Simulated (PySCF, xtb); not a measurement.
C8H2F4N2O, SMILES Fc1cc(F)c(F)c(-c2nnco2)c1F.

GFN2-xTB in xtb at its own geometry gives an orbital gap of 2.48 eV and a dipole moment of 3.07 D.

Geometry: B3LYP-D3(BJ)/def2-SVP. The structure was generated by enumeration, and PubChem lists no compound with its InChIKey, so it may never have been made. One conformer was computed; it need not be the lowest.

**Question.** What does M06-2X/def2-SVP (PySCF) give? (An estimate is asked for; the answer gives what the named calculation found.)

**Answer.** gap 7.48 eV (levels -8.83 and -1.34 eV), dipole 3.09 D.
